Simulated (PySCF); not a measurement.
Correlation energy of C⁺ (carbon, charge +1)

[He] 2s1 2p1 3d1, one real determinant (an excited configuration). All numbers are calculated (PySCF 2.14, scalar relativity by spin-free X2C-1e, in aug-cc-pVTZ-DK). Frozen: 1s2; 3 electrons correlated.

```
  level  correlation energy (mhartree)
   CCSD                         -13.78
    (T)                          -0.80
CCSD(T)                         -14.58
```

Diagnostics: T1 = 0.0094, D1 = 0.0216, largest double amplitude 0.201.

The real determinant used has ⟨L²⟩ near 8 against 12 for a pure F term, so it mixes terms. The outer electron is Rydberg-like, and this basis confines it to a smaller radius and binds it less than a complete one would. A double-excitation amplitude exceeds 0.15, a sign of near-degeneracy.

Cost of the coupled-cluster step: roughly 0.9 core-seconds, for 3 correlated electrons.

The reference is one real determinant that mixes LS terms of this configuration.
